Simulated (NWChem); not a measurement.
Molecule: CH₅F₂NSi; SMILES C[Si](N)(F)F

```xyz
10

C      0.5293    -1.8092    -0.0071
Si     0.0584    -0.0140    -0.0022
N      1.3699     1.1011    -0.0209
F     -0.8388     0.2716     1.3358
F     -0.8758     0.2693    -1.3151
H      1.1186    -2.0523    -0.9139
H      1.1549    -2.0469     0.8765
H     -0.3664    -2.4613     0.0130
H      1.5288     1.6552    -0.8650
H      1.5490     1.6595     0.8164
```
Atoms are numbered in this order, from 1.

This is a stationary point of PBE-D3(BJ)/def2-SVP (NWChem), point group Cs. 

Question: Is it a minimum? If not, what does it relax to?

Answer: No. It has an imaginary frequency of 171i cm⁻¹. Following that mode (on a finer grid) lowers the energy by 1.1 kcal/mol and ends, with real frequencies alone, at point group C1:
```xyz
10

C      0.5063    -1.7246    -0.0706
Si    -0.0669     0.0364     0.0554
N      1.2469     1.1381     0.0956
F     -0.9438     0.2968     1.4083
F     -1.1343     0.3216    -1.1569
H      1.1020    -1.8830    -0.9926
H      1.1338    -2.0001     0.7995
H     -0.3614    -2.4124    -0.1109
H      2.0338     1.0156    -0.5445
H      1.0821     2.1284     0.2902
```
